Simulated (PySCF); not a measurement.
The third ionisation energy along the second row

All values are computed (PySCF 2.14, energy differences of UHF-based or UKS calculations, no spin-orbit coupling). Values in eV. The last column holds reference values (NIST; (s) semi-empirical, (t) theoretical, else measured). Unmarked ones compare directly (S terms, centres of terms, or small fine structure); those marked * lie between the lowest fine-structure levels and include a spin-orbit shift.

| element | configurations | UHF | LDA | PBE | PBE0 | MP2 (valence) | SCS-MP2 (valence) | reference |
| --- | --- | --- | --- | --- | --- | --- | --- | --- |
| B (aug-cc-pVQZ with one added diffuse shell each of s, p, d, f, g type, non-relativistic) | [He] 2s1 → 1s2 | 37.818 | 37.893 | 38.284 | 38.226 | n/a | n/a | 37.931 |
| C (aug-cc-pVQZ with one added diffuse shell each of s, p, d, f, g type, non-relativistic) | [He] 2s2 → [He] 2s1 | 45.779 | 46.944 | 47.100 | 47.037 | 47.023 | 47.271 | 47.888 |
| N (aug-cc-pVQZ with one added diffuse shell each of s, p, d, f, g type, non-relativistic) | [He] 2s2 2p1 → [He] 2s2 | 47.295 | 47.862 | 48.018 | 48.001 | 47.522 | 47.472 | 47.445 (s) * |
| O (aug-cc-pVQZ with one added diffuse shell each of s, p, d, f, g type, non-relativistic) | [He] 2s2 2p2 → [He] 2s2 2p1 | 54.608 | 55.418 | 55.266 | 55.301 | 55.040 | 54.887 | 54.936 (s) * |
| F (aug-cc-pVQZ with one added diffuse shell each of s, p, d, f, g type, non-relativistic) | [He] 2s2 2p3 → [He] 2s2 2p2 | 62.257 | 63.184 | 62.850 | 62.929 | 62.896 | 62.621 | 62.708 (s) * |
| Ne (aug-cc-pVQZ with one added diffuse shell each of s, p, d, f, g type, non-relativistic) | [He] 2s2 2p4 → [He] 2s2 2p3 | 61.838 | 63.649 | 63.889 | 63.740 | 63.179 | 63.316 | 63.423 * |

"Valence" correlates the outer s and p shells and, in groups 3 to 12 and the f block, the outer d or f shell, open or full, or the next shell where the ion has no valence electron left; the wider scheme adds the next inner shell.
